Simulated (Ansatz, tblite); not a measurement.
Forces on Se₅⁺ at its r2SCAN-D4/def2-SVP geometry. Charge 1, multiplicity 2.

The xTB rows come from tblite. The structure comes from a short search, and lower isomers may exist.

GFN1-xTB (tblite), largest force 1.00 eV/Å:

```xyz
5
positions Å, forces eV/Å
Se    1.468   -1.041   -0.538   -0.938    0.066    0.068
Se   -0.333   -0.321   -1.892    0.212    0.357    0.907
Se   -0.054    1.223    1.421   -0.500   -0.620   -0.521
Se    0.352   -1.068    1.513    0.373    0.671   -0.531
Se   -1.433    1.206   -0.504    0.853   -0.473    0.078
```

GFN2-xTB (tblite), largest force 0.35 eV/Å:

```
Se 0.143 -0.289 -0.139
Se -0.051 0.052 -0.171
Se -0.174 0.168 0.250
Se 0.184 -0.063 0.196
Se -0.101 0.132 -0.135
```

PBE-D4/def2-TZVP (Ansatz), largest force 0.15 eV/Å:

```
Se 0.079 0.017 -0.029
Se -0.021 -0.019 -0.065
Se 0.037 0.085 0.012
Se -0.036 -0.116 0.092
Se -0.058 0.033 -0.010
```
